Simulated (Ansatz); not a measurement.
Steps of a relaxation of ClFH$_{6}$O$_{2}$Si$_{3}$, SMILES `F[Si](Cl)(O[SiH3])O[SiH3]` with RKS PBE0-D4/def2-TZVP.

```sh
$ ansatz run in.yaml --threads 2 --pin off --events-out ev --progress --plain --max-ram 22528MiB --backend cuda --devices 0, --max-vram 18GiB
```

```yaml
crystal:
  periodic: [false, false, false]
  atoms:
    - {symbol: F, position_ang: [-0.409100, 0.839560, 2.442930]}
    - {symbol: Si, position_ang: [-1.028750, 0.176670, 1.124750]}
    - {symbol: Cl, position_ang: [-2.951860, -0.174080, 1.356750]}
    - {symbol: O, position_ang: [-0.816430, 1.213990, -0.070800]}
    - {symbol: Si, position_ang: [0.176360, 1.924550, -1.154570]}
    - {symbol: O, position_ang: [-0.232780, -1.190520, 0.910740]}
    - {symbol: Si, position_ang: [0.824130, -2.099590, 0.063150]}
    - {symbol: H, position_ang: [-0.766030, 2.409930, -2.156380]}
    - {symbol: H, position_ang: [0.886210, 2.983530, -0.442970]}
    - {symbol: H, position_ang: [1.091330, 0.903270, -1.667090]}
    - {symbol: H, position_ang: [0.319710, -2.195490, -1.306190]}
    - {symbol: H, position_ang: [0.784570, -3.361800, 0.791180]}
    - {symbol: H, position_ang: [2.122630, -1.430030, 0.108510]}
basis:
  gaussian: {orbitals: def2-TZVP}
hamiltonian: {xc: pbe0, dispersion: d4}
relax: {f_tol: 0.005, max_steps: 150}
```

Positions (Å) and forces (eV/Å) along the path, 12 of 91 steps:

```xyz
13
step=1 energy=-43055.7592 eV
F    -0.409    0.840    2.443   -0.453   -0.200   -0.341
Si   -1.029    0.177    1.125    1.490    0.506    0.509
Cl   -2.952   -0.174    1.357   -1.079   -0.162    0.237
O    -0.816    1.214   -0.071   -0.241   -0.251    0.231
Si    0.176    1.925   -1.155   -0.498   -0.158    0.349
O    -0.233   -1.191    0.911   -0.322    0.245    0.088
Si    0.824   -2.100    0.063   -0.431    0.210    0.368
H    -0.766    2.410   -2.156    0.054    0.317   -0.544
H     0.886    2.984   -0.443    0.334    0.392   -0.029
H     1.091    0.903   -1.667    0.338   -0.155   -0.276
H     0.320   -2.195   -1.306    0.035   -0.183   -0.449
H     0.785   -3.362    0.791    0.295   -0.571   -0.055
H     2.123   -1.430    0.109    0.479    0.011   -0.089
13
step=4 energy=-43055.9357 eV
F    -0.481    0.867    2.492   -0.017    0.002    0.083
Si   -1.020    0.193    1.173    0.092   -0.046   -0.385
Cl   -2.992   -0.182    1.401    0.030    0.017    0.043
O    -0.823    1.217   -0.052   -0.043   -0.131    0.194
Si    0.140    1.958   -1.155    0.010   -0.010    0.001
O    -0.230   -1.184    0.940   -0.081    0.152    0.089
Si    0.807   -2.136    0.096    0.000    0.017   -0.021
H    -0.720    2.488   -2.237   -0.002    0.000    0.001
H     0.884    3.060   -0.500    0.005    0.009   -0.008
H     1.099    0.967   -1.708    0.001    0.009   -0.004
H     0.336   -2.258   -1.306    0.003   -0.006    0.003
H     0.840   -3.467    0.742   -0.005   -0.002    0.004
H     2.159   -1.524    0.113    0.006   -0.011   -0.002
13
step=7 energy=-43055.9414 eV
F    -0.588    0.869    2.574   -0.050   -0.081   -0.156
Si   -0.974    0.207    1.188    0.025   -0.001    0.128
Cl   -2.941   -0.277    1.277    0.113    0.013   -0.014
O    -0.740    1.271    0.018    0.008    0.104   -0.072
Si    0.128    2.005   -1.167   -0.020   -0.023    0.023
O    -0.076   -1.103    0.996    0.065   -0.109   -0.050
Si    0.813   -2.170    0.111   -0.020    0.087    0.058
H    -0.806    2.441   -2.234    0.019   -0.015    0.042
H     0.845    3.176   -0.603   -0.029   -0.036   -0.008
H     1.110    1.037   -1.722   -0.011    0.012    0.011
H     0.300   -2.214   -1.285    0.025    0.020    0.055
H     0.694   -3.512    0.732    0.000    0.065   -0.009
H     2.236   -1.729    0.114   -0.125   -0.036   -0.008
13
step=17 energy=-43055.9588 eV
F    -0.740    0.820    2.662   -0.012   -0.039   -0.108
Si   -0.870    0.239    1.200    0.012    0.073    0.092
Cl   -2.724   -0.560    1.020    0.004   -0.003   -0.006
O    -0.697    1.439    0.153    0.016    0.003   -0.008
Si    0.094    2.042   -1.156   -0.019    0.013    0.026
O     0.254   -0.888    1.013   -0.002    0.000   -0.014
Si    0.801   -2.160    0.125   -0.005   -0.002   -0.004
H    -0.897    2.321   -2.224    0.021   -0.004    0.026
H     0.790    3.290   -0.759   -0.023   -0.019   -0.011
H     1.086    1.045   -1.635   -0.002   -0.004   -0.007
H     0.244   -2.090   -1.251    0.007    0.004    0.012
H     0.379   -3.423    0.772   -0.006   -0.022    0.009
H     2.279   -2.076    0.080    0.009   -0.002   -0.007
13
step=22 energy=-43055.9637 eV
F    -0.776    0.695    2.687    0.002   -0.010   -0.024
Si   -0.807    0.250    1.176   -0.054    0.044   -0.036
Cl   -2.655   -0.502    0.789    0.038    0.016    0.010
O    -0.543    1.546    0.270    0.039   -0.042   -0.028
Si    0.066    2.121   -1.149   -0.048   -0.004    0.044
O     0.306   -0.879    0.952    0.015    0.032    0.014
Si    0.803   -2.233    0.164   -0.012   -0.007   -0.032
H    -1.046    2.314   -2.113    0.036   -0.007    0.030
H     0.736    3.414   -0.872   -0.012   -0.015   -0.003
H     1.045    1.147   -1.697   -0.011    0.005   -0.001
H     0.285   -2.219   -1.228   -0.005   -0.004    0.010
H     0.303   -3.431    0.877    0.000   -0.004    0.003
H     2.284   -2.224    0.146    0.014   -0.004    0.012
13
step=30 energy=-43055.9664 eV rejected
F    -0.811    0.536    2.591    0.009   -0.008    0.010
Si   -0.669    0.230    1.053   -0.045   -0.066    0.004
Cl   -2.462   -0.474    0.395    0.027    0.014    0.011
O    -0.297    1.597    0.313    0.048    0.172   -0.270
Si   -0.017    2.318   -1.149   -0.067   -0.152    0.067
O     0.465   -0.880    0.836    0.047   -0.185   -0.039
Si    0.816   -2.400    0.291   -0.045    0.092    0.062
H    -1.312    2.545   -1.847    0.089   -0.031    0.058
H     0.652    3.612   -0.888    0.020   -0.011    0.003
H     0.853    1.435   -1.983   -0.085    0.100    0.100
H     0.356   -2.539   -1.114    0.004    0.002    0.021
H     0.138   -3.412    1.144    0.043    0.061   -0.039
H     2.288   -2.567    0.361   -0.046    0.010    0.014
13
step=47 energy=-43055.9723 eV
F    -0.706    0.449    2.461    0.001    0.000    0.000
Si   -0.586    0.190    0.911    0.003    0.004    0.000
Cl   -2.408   -0.427    0.252    0.000   -0.001   -0.001
O    -0.171    1.565    0.210   -0.001    0.005   -0.013
Si   -0.071    2.481   -1.152    0.002   -0.005    0.006
O     0.509   -0.948    0.648    0.001   -0.022   -0.001
Si    0.813   -2.545    0.386   -0.006    0.014   -0.001
H    -1.430    2.699   -1.703    0.001   -0.001    0.002
H     0.546    3.773   -0.778   -0.002   -0.002    0.001
H     0.771    1.785   -2.157   -0.002    0.001    0.004
H     0.408   -2.900   -0.997    0.000    0.001    0.007
H     0.057   -3.370    1.360    0.004    0.004   -0.005
H     2.269   -2.751    0.559    0.000   -0.001    0.001
13
step=50 energy=-43055.9724 eV
F    -0.694    0.441    2.443   -0.002    0.001    0.008
Si   -0.578    0.186    0.892    0.002   -0.011   -0.011
Cl   -2.406   -0.414    0.233    0.005    0.002    0.002
O    -0.150    1.558    0.195    0.003    0.007   -0.015
Si   -0.074    2.499   -1.151    0.004   -0.012    0.004
O     0.506   -0.961    0.626   -0.005    0.014    0.002
Si    0.811   -2.563    0.397   -0.006   -0.011   -0.002
H    -1.440    2.702   -1.693    0.008   -0.002    0.001
H     0.521    3.797   -0.756   -0.002   -0.006   -0.002
H     0.778    1.836   -2.171   -0.010    0.009    0.011
H     0.397   -2.949   -0.975    0.003    0.002    0.010
H     0.062   -3.367    1.394    0.005    0.004   -0.007
H     2.268   -2.765    0.565   -0.003    0.001   -0.002
13
step=52 energy=-43055.9724 eV
F    -0.689    0.437    2.431   -0.001    0.001    0.000
Si   -0.572    0.183    0.879   -0.004   -0.002    0.006
Cl   -2.402   -0.405    0.216   -0.001    0.000   -0.001
O    -0.135    1.553    0.184    0.007    0.006   -0.017
Si   -0.074    2.512   -1.150    0.001   -0.002    0.011
O     0.506   -0.970    0.615    0.005   -0.002   -0.002
Si    0.808   -2.575    0.406   -0.003   -0.003   -0.006
H    -1.443    2.697   -1.691    0.000   -0.001   -0.001
H     0.497    3.815   -0.739   -0.002   -0.008   -0.001
H     0.789    1.877   -2.176   -0.002    0.001    0.005
H     0.376   -2.982   -0.954    0.000    0.004    0.004
H     0.073   -3.365    1.424    0.002    0.004    0.000
H     2.267   -2.775    0.557   -0.001    0.001    0.001
13
step=56 energy=-43055.9727 eV
F    -0.703    0.434    2.409    0.003   -0.004   -0.022
Si   -0.563    0.177    0.859   -0.003    0.016    0.018
Cl   -2.388   -0.398    0.170    0.002    0.000    0.000
O    -0.104    1.542    0.168   -0.008   -0.015    0.016
Si   -0.067    2.530   -1.145    0.002    0.010   -0.021
O     0.511   -0.982    0.611    0.004   -0.016    0.001
Si    0.797   -2.592    0.419    0.005   -0.001   -0.001
H    -1.432    2.653   -1.714    0.008    0.000    0.005
H     0.426    3.852   -0.697   -0.003   -0.001   -0.001
H     0.851    1.961   -2.162   -0.004    0.003    0.004
H     0.273   -3.031   -0.898    0.005    0.002    0.012
H     0.134   -3.355    1.505    0.005    0.003   -0.008
H     2.265   -2.791    0.476   -0.016    0.002   -0.002
13
step=84 energy=-43055.9735 eV
F    -0.863    0.372    2.326    0.001   -0.002   -0.004
Si   -0.627    0.151    0.782   -0.002    0.006    0.004
Cl   -2.408   -0.388   -0.035    0.001    0.000    0.000
O    -0.112    1.526    0.155    0.000   -0.001   -0.003
Si   -0.011    2.573   -1.109   -0.003   -0.005    0.000
O     0.451   -1.012    0.576    0.001   -0.008    0.001
Si    0.794   -2.617    0.459    0.002   -0.010    0.000
H    -1.325    2.656   -1.792    0.000    0.002    0.002
H     0.372    3.897   -0.568    0.001   -0.002   -0.001
H     1.020    2.092   -2.061    0.003    0.002    0.002
H    -0.096   -3.242   -0.551    0.009    0.008    0.013
H     0.596   -3.267    1.779    0.001    0.009   -0.017
H     2.209   -2.739    0.038   -0.012    0.001    0.003
13
step=91 energy=-43055.9736 eV
F    -0.907    0.355    2.305    0.000    0.000   -0.001
Si   -0.646    0.142    0.763    0.001   -0.001   -0.001
Cl   -2.411   -0.400   -0.084    0.000    0.000    0.000
O    -0.126    1.521    0.149    0.002    0.002    0.002
Si   -0.001    2.581   -1.100   -0.002   -0.001    0.000
O     0.441   -1.016    0.568   -0.004   -0.001    0.002
Si    0.798   -2.618    0.469    0.004    0.002   -0.003
H    -1.307    2.687   -1.795    0.000   -0.001   -0.001
H     0.391    3.894   -0.539    0.001    0.000    0.000
H     1.036    2.101   -2.047    0.000    0.000    0.000
H    -0.150   -3.282   -0.459   -0.003   -0.001    0.000
H     0.701   -3.232    1.815   -0.001   -0.001    0.002
H     2.182   -2.734   -0.046    0.002    0.000    0.000
```

Run time 4.7 min (2 threads of an AMD EPYC 7R13 on a shared host and a share of an NVIDIA H100 80 GB); peak host memory 0.99 GiB.
